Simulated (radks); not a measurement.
Question: All-electron atom: Mn I in [Ar] 3d5 4s2. All-electron calculation, non-relativistic Kohn-Sham, PBE, spin-polarised, spherical densities, point nucleus; open shells are filled with parallel spins first. Program: a radial shooting solver on a logarithmic mesh with Libxc functionals. Some entries of the table are withheld. Estimate them.

orbital,occ.,eigenvalue (eV),<1/r> (bohr^-1),<r^2> (bohr^2)
1s down,1,-6372.788,24.52,0.005083
1s up,1,-6372.777,24.52,0.005083
2s up,1,-732.5824,5.216,0.09433
2s down,1,-730.4506,5.227,0.09394
2p up,3,-627.6570,5.165,0.07592
2p down,3,-626.0599,5.175,0.07552
3s up,1,-85.6869,1.640,0.8529
3s down,1,-80.5378,1.632,0.8605
3p up,3,-55.7833,1.516,0.9691
3p down,3,-50.7250,1.504,0.9866
3d up,5,-8.4028,1.148,1.861
4s up,1,-5.4162,0.4284,(1)
4s down,1,-4.4174,0.3891,(2)
3d down,0,-3.9942,1.067,2.616

Answer: 
(1) 4s up <r^2> (bohr^2): 10.77
(2) 4s down <r^2> (bohr^2): 12.82
